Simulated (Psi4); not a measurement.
CH₆F₂Si₂, singlet, at a GFN2-xTB geometry, atoms displaced at random by about 0.08 Å a coordinate; B3LYP/STO-3G, gradient (Psi4).

Here is a job for Psi4.
```
memory 2 GB

molecule mol {
0 1
Si    0.981748    0.036650   -0.314283
F     1.731567   -0.225129    0.816878
F     1.012547    1.716431   -0.034131
Si   -1.201828   -0.819304   -0.500109
C    -2.120937   -0.342782    1.068697
H     1.886178   -0.021151   -1.502818
H    -1.851690   -0.277659   -1.780003
H    -1.103885   -2.281324   -0.662265
H    -2.226361    0.752992    1.219781
H    -3.069289   -0.644618    1.013687
H    -1.777094   -0.685445    1.915883
symmetry c1
no_reorient
no_com
}

set {
  basis sto-3g
  reference rks
}

gradient('b3lyp')
print_variables()
```

Question: Write the output that Psi4 gives for this input, abridged.

Answer: 
```
gradient() will perform analytic gradient computation.

   => Loading Basis Set <=

    Name: STO-3G
    Role: ORBITAL
    Keyword: BASIS

         ---------------------------------------------------------
                                   SCF
               by Justin Turney, Rob Parrish, Andy Simmonett
                          and Daniel G. A. Smith
                              RKS Reference
         ---------------------------------------------------------

  ==> Geometry <==

    Molecular point group: c1
    Full point group: C1

    Geometry (in Angstrom), charge = 0, multiplicity = 1:

       Center              X                  Y                   Z               Mass
    ------------   -----------------  -----------------  -----------------  -----------------
         SI           0.981748000000     0.036650000000    -0.314283000000    27.976926534650
         F            1.731567000000    -0.225129000000     0.816878000000    18.998403162730
         F            1.012547000000     1.716431000000    -0.034131000000    18.998403162730
         SI          -1.201828000000    -0.819304000000    -0.500109000000    27.976926534650
         C           -2.120937000000    -0.342782000000     1.068697000000    12.000000000000
         H            1.886178000000    -0.021151000000    -1.502818000000     1.007825032230
         H           -1.851690000000    -0.277659000000    -1.780003000000     1.007825032230
         H           -1.103885000000    -2.281324000000    -0.662265000000     1.007825032230
         H           -2.226361000000     0.752992000000     1.219781000000     1.007825032230
         H           -3.069289000000    -0.644618000000     1.013687000000     1.007825032230
         H           -1.777094000000    -0.685445000000     1.915883000000     1.007825032230

  Running in c1 symmetry.

  Rotational constants: A =      0.16050  B =      0.05654  C =      0.05459 [cm^-1]
  Rotational constants: A =   4811.78912  B =   1694.91358  C =   1636.61979 [MHz]
  Nuclear repulsion =  308.884874059338188

  Charge       = 0
  Multiplicity = 1
  Electrons    = 58
  Nalpha       = 29
  Nbeta        = 29

  ==> Algorithm <==

  SCF Algorithm Type is DF.
  DIIS enabled.
  MOM disabled.
  Fractional occupation disabled.
  Guess Type is SAD.
  Energy threshold   = 1.00e-08
  Density threshold  = 1.00e-08
  Integral threshold = 1.00e-12

  ==> Primary Basis <==

  Basis Set: STO-3G
    Blend: STO-3G
    Number of shells: 25
    Number of basis functions: 39
    Number of Cartesian functions: 39
    Spherical Harmonics?: true
    Max angular momentum: 1

  ==> DFT Potential <==

   => LibXC <=

    Version 7.1.2
    S. Lehtola, C. Steigemann, M. J. T. Oliveira, and M. A. L. Marques,  SoftwareX 7, 1–5 (2018) (10.1016/j.softx.2017.11.002)

   => Composite Functional: B3LYP <=

    B3LYP Hyb-GGA Exchange-Correlation Functional

    P. J. Stephens, F. J. Devlin, C. F. Chabalowski, and M. J. Frisch,  J. Phys. Chem. 98, 11623 (1994) (10.1021/j100096a001)

    Deriv               =              1
    GGA                 =           TRUE
    Meta                =          FALSE

    Exchange Hybrid     =           TRUE
    MP2 Hybrid          =          FALSE

   => Exchange Functionals <=

    0.0800   Slater exchange
    0.7200         Becke 88

   => Exact (HF) Exchange <=

    0.2000               HF

   => Correlation Functionals <=

    0.1900   Vosko, Wilk & Nusair (VWN5_RPA)
    0.8100   Lee, Yang & Parr

   => LibXC Density Thresholds  <==

    XC_HYB_GGA_XC_B3LYP:  1.00E-15

   => Molecular Quadrature <=

    Radial Scheme          =       TREUTLER
    Pruning Scheme         =           NONE
    Nuclear Scheme         =       TREUTLER

    Blocking Scheme        =         OCTREE
    BS radius alpha        =              1
    Pruning alpha          =              1
    Radial Points          =             75
    Spherical Points       =            302
    Total Points           =         233694
    Total Blocks           =           1805
    Max Points             =            256
    Max Functions          =             36
    Weights Tolerance      =       1.00E-15

   => Loading Basis Set <=

    Name: (STO-3G AUX)
    Role: JKFIT
    Keyword: DF_BASIS_SCF

  ==> Integral Setup <==

  SCF_SUBTYPE=INCORE selected. In-core MEM_DF algorithm will be used.
  Using in-core AOs.

  ==> MemDFJK: Density-Fitted J/K Matrices <==

    J tasked:                   Yes
    K tasked:                   Yes
    wK tasked:                   No
    Algorithm:                 Core
    Schwarz Cutoff:           1E-12
    Mask sparsity (%):       3.9448
    Fitting Condition:        1E-10

   => Auxiliary Basis Set <=

  Basis Set: (STO-3G AUX)
    Blend: DEF2-UNIVERSAL-JKFIT
    Number of shells: 187
    Number of basis functions: 593
    Number of Cartesian functions: 705
    Spherical Harmonics?: true
    Max angular momentum: 4

  Minimum eigenvalue in the overlap matrix is 1.8950837983E-01.
  Reciprocal condition number of the overlap matrix is 7.8918258592E-02.
    Using symmetric orthogonalization.

  ==> Pre-Iterations <==

  SCF Guess: Superposition of Atomic Densities via on-the-fly atomic UHF (no occupation information).

   -------------------------
    Irrep   Nso     Nmo
   -------------------------
     A         39      39
   -------------------------
    Total      39      39
   -------------------------

  ==> Iterations <==

                           Total Energy        Delta E     RMS |[F,P]|

   @DF-RKS iter SAD:  -808.19707833824759   -8.08197e+02   0.00000e+00
   @DF-RKS iter   1:  -810.13913997490999   -1.94206e+00   8.63034e-03 DIIS/ADIIS
   @DF-RKS iter   2:  -810.08573048930430    5.34095e-02   1.19943e-02 DIIS/ADIIS
   @DF-RKS iter   3:  -810.23761525392729   -1.51885e-01   1.39847e-03 DIIS/ADIIS
   @DF-RKS iter   4:  -810.23977465569749   -2.15940e-03   4.89936e-04 DIIS/ADIIS
   @DF-RKS iter   5:  -810.24005948115598   -2.84825e-04   8.80910e-05 DIIS
[...]
  @DF-RKS Final Energy:  -810.24007067249102
    Total Energy =                       -810.2400706724910151
[...]

Properties computed using the SCF density matrix

 Multipole Moments:

 ------------------------------------------------------------------------------------
     Multipole            Electronic (a.u.)      Nuclear  (a.u.)        Total (a.u.)
 ------------------------------------------------------------------------------------

 L = 1.  Multiply by 2.5417464519 to convert [e a0] to [Debye]
 Dipole X            :         -1.8353968            1.4137854           -0.4216114
 Dipole Y            :          4.5943837           -5.1954902           -0.6011065
 Dipole Z            :         -4.3208711            4.2701801           -0.0506910
 Magnitude           :                                                    0.7359720

 ------------------------------------------------------------------------------------

         ------------------------------------------------------------
                                   SCF GRAD
                          Rob Parrish, Justin Turney,
                       Andy Simmonett, and Alex Sokolov
         ------------------------------------------------------------

  ==> Geometry <==

    Molecular point group: c1
    Full point group: C1

    Geometry (in Angstrom), charge = 0, multiplicity = 1:

       Center              X                  Y                   Z               Mass
    ------------   -----------------  -----------------  -----------------  -----------------
         SI           0.981748000000     0.036650000000    -0.314283000000    27.976926534650
         F            1.731567000000    -0.225129000000     0.816878000000    18.998403162730
         F            1.012547000000     1.716431000000    -0.034131000000    18.998403162730
         SI          -1.201828000000    -0.819304000000    -0.500109000000    27.976926534650
         C           -2.120937000000    -0.342782000000     1.068697000000    12.000000000000
         H            1.886178000000    -0.021151000000    -1.502818000000     1.007825032230
         H           -1.851690000000    -0.277659000000    -1.780003000000     1.007825032230
         H           -1.103885000000    -2.281324000000    -0.662265000000     1.007825032230
         H           -2.226361000000     0.752992000000     1.219781000000     1.007825032230
         H           -3.069289000000    -0.644618000000     1.013687000000     1.007825032230
         H           -1.777094000000    -0.685445000000     1.915883000000     1.007825032230

  Nuclear repulsion =  308.884874059338188

  ==> Basis Set <==

  Basis Set: STO-3G
    Blend: STO-3G
    Number of shells: 25
    Number of basis functions: 39
    Number of Cartesian functions: 39
    Spherical Harmonics?: true
    Max angular momentum: 1

  ==> DFJKGrad: Density-Fitted SCF Gradients <==

    Gradient:                    1
    J tasked:                  Yes
    K tasked:                  Yes
    wK tasked:                  No
    Integrals threads:           1
    Schwarz Cutoff:          1E-12
    Fitting Condition:       1E-10

   => Auxiliary Basis Set <=

  Basis Set: (STO-3G AUX)
    Blend: DEF2-UNIVERSAL-JKFIT
    Number of shells: 187
    Number of basis functions: 593
    Number of Cartesian functions: 705
    Spherical Harmonics?: true
    Max angular momentum: 4

  ==> DFT Potential <==

   => LibXC <=

    Version 7.1.2
    S. Lehtola, C. Steigemann, M. J. T. Oliveira, and M. A. L. Marques,  SoftwareX 7, 1–5 (2018) (10.1016/j.softx.2017.11.002)

   => Composite Functional: B3LYP <=

    B3LYP Hyb-GGA Exchange-Correlation Functional

    P. J. Stephens, F. J. Devlin, C. F. Chabalowski, and M. J. Frisch,  J. Phys. Chem. 98, 11623 (1994) (10.1021/j100096a001)

    Deriv               =              1
    GGA                 =           TRUE
    Meta                =          FALSE

    Exchange Hybrid     =           TRUE
    MP2 Hybrid          =          FALSE

   => Exchange Functionals <=

    0.0800   Slater exchange
    0.7200         Becke 88

   => Exact (HF) Exchange <=

    0.2000               HF

   => Correlation Functionals <=

    0.1900   Vosko, Wilk & Nusair (VWN5_RPA)
    0.8100   Lee, Yang & Parr

   => LibXC Density Thresholds  <==

    XC_HYB_GGA_XC_B3LYP:  1.00E-15

   => Molecular Quadrature <=

    Radial Scheme          =       TREUTLER
    Pruning Scheme         =           NONE
    Nuclear Scheme         =       TREUTLER

    Blocking Scheme        =         OCTREE
    BS radius alpha        =              1
    Pruning alpha          =              1
    Radial Points          =             75
    Spherical Points       =            302
    Total Points           =         233694
    Total Blocks           =           1805
    Max Points             =            256
    Max Functions          =             36
    Weights Tolerance      =       1.00E-15

  -Total Gradient:
     Atom            X                  Y                   Z
    ------   -----------------  -----------------  -----------------
       1        0.165113894707    -0.122587722341     0.271183252068
       2       -0.181049435749     0.099779596224    -0.281629206887
       3        0.019350450378     0.012311818711     0.016429255358
       4       -0.018568921693    -0.006639590429     0.026284817063
       5       -0.022558418976    -0.091585599650     0.098216452653
       6        0.013180339783     0.012684267970    -0.003561686290
       7       -0.011938320750     0.011314466166    -0.033445848680
       8        0.005552716740    -0.011481151962    -0.003965340215
       9       -0.010015017184     0.008019722557     0.008725447222
      10        0.098509418014     0.036477564363     0.008664509897
      11       -0.057356996221     0.051544783484    -0.107233003756

  Variable Map:
  ----------------------------------------------------------------------------
[...]
  Array Variable Map:
  ----------------------------------------------------------------------------
[...]
[...]
```
